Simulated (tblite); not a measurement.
C₆H₁₁FSi₂.
Numbering: `[CH3:1][C:2]#[C:3][C@@H:4]1[Si@H:5]([CH3:6])[CH2:7][Si@@H:8]1[F:9]` (hydrogens: H10, H11, H12 on C1; H13 on C4; H14 on Si5; H15, H16, H17 on C6; H18, H19 on C7; H20 on Si8)

Computed geometry: GFN2-xTB, gas phase.

**Question.** List the bond lengths, angles and torsions at this level.

**Answer.** 
```csv
bond,length (Å),order
C1–C2,1.449,single
C2≡C3,1.200,triple
C3–C4,1.434,single
C4–Si5,1.945,single
Si5–C6,1.892,single
Si5–C7,1.926,single
C7–Si8,1.906,single
Si8–F9,1.617,single
C4–Si8,1.923,single
"C1–H10, C1–H11, C1–H12",1.091,single
C4–H13,1.093,single
Si5–H14,1.470,single
"C6–H15, C6–H16, C6–H17",1.085,single
C7–H18,1.086,single
C7–H19,1.086,single
Si8–H20,1.452,single
```

Bonds in one row agree within 0.01 Å and their mean is given. Orders are formal, as drawn. A selection of angles:
```csv
angle,degrees
C2–C1–H10,110.1
H10–C1–H11,108.8
C1–C2–C3,179.2
C2–C3–C4,177.7
C3–C4–Si5,117.8
C3–C4–Si8,117.4
C3–C4–H13,108.5
Si5–C4–Si8,90.7
Si5–C4–H13,110.7
Si8–C4–H13,110.9
C4–Si5–C6,112.5
C4–Si5–C7,87.0
C4–Si5–H14,114.5
C6–Si5–C7,113.2
C6–Si5–H14,112.2
C7–Si5–H14,115.2
Si5–C6–H15,110.5
H15–C6–H16,108.2
Si5–C7–Si8,91.7
Si5–C7–H18,116.0
Si5–C7–H19,113.4
Si8–C7–H18,115.1
Si8–C7–H19,113.6
H18–C7–H19,106.8
C7–Si8–F9,109.2
C7–Si8–H20,123.1
F9–Si8–H20,103.6
C4–Si8–C7,88.2
C4–Si8–F9,110.6
C4–Si8–H20,121.5
```

Torsions: C3–C4–Si5–C6 -19° (synperiplanar); C4–Si5–C7–Si8 12° (synperiplanar); Si5–C7–Si8–F9 99° (anticlinal); C3–C4–Si8–C7 134° (anticlinal).

Si5 (SiH silicon) has angles from 87.0° to 115.2°. The 4-membered ring C4–Si5–C7–Si8 has internal angles of 87.0° to 91.7° (sum 358°, against 360° for a flat polygon); it is puckered, 0.10 Å rms from its mean plane, widest ring torsion 12°. The C–C distances run from 1.200 Å (C2≡C3, drawn triple) to 1.449 Å (C1–C2, drawn single), a spread of 0.249 Å. The C–Si distances run from 1.892 Å (Si5–C6, drawn single) to 1.945 Å (C4–Si5, drawn single), a spread of 0.053 Å. Si8 (fluorine-bound silicon) has angles from 88.2° to 123.1°.

Point group: C1 (no symmetry element, even within 0.4 Å). GFN2-xTB frequencies show an imaginary mode (24i cm⁻¹), so the point is no minimum at that level. 3 starts were optimised and ended at 0.00, 0.01 and 0.02 kcal/mol (GFN2-xTB); the lowest of these is shown.
